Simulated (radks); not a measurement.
The promethium ion Pm7+, configuration [Kr] 4d10 4f(5/2: 1, 7/2: 0) 5s2 5p(1/2: 2, 3/2: 3) (not the ground configuration). Method: Dirac Kohn-Sham, relativistic LDA (MacDonald-Vosko exchange, VWN5 correlation), spin-unpolarised, spherical densities, finite nucleus; Fermi nuclear charge, rms radius 4.962 fm; computed with a radial shooting solver on a logarithmic mesh with Libxc functionals. Some entries of the table are withheld. Estimate them.

orbital  occ.  eigenvalue (hartree)  <1/r> (bohr^-1)
1s1/2       2             -1646.701            67.14
2s1/2       2             -271.7348            15.93
2p1/2       2             -257.8600            15.92
2p3/2       4             -237.5043            14.26
3s1/2       2             -62.90780            5.782
3p1/2       2                   (1)            5.701
3p3/2       4                   (2)            5.283
3d3/2       4             -42.27523            5.159
3d5/2       6             -41.38472            5.054
4s1/2       2             -15.97909            2.443
4p1/2       2             -13.67030            2.345
4p3/2       4             -12.73718            2.206
4d3/2       4              -8.89775            2.008
4d5/2       6              -8.72548            1.975
5s1/2       2                   (3)            1.054
5p1/2       2              -4.24333           0.9757
4f5/2       1              -4.19484            1.594
4f7/2       0              -4.16868            1.583
5p3/2       3              -4.05096           0.9304

Answer. 
(1) 3p1/2 eigenvalue (hartree): -56.90222
(2) 3p3/2 eigenvalue (hartree): -52.80908
(3) 5s1/2 eigenvalue (hartree): -4.99326
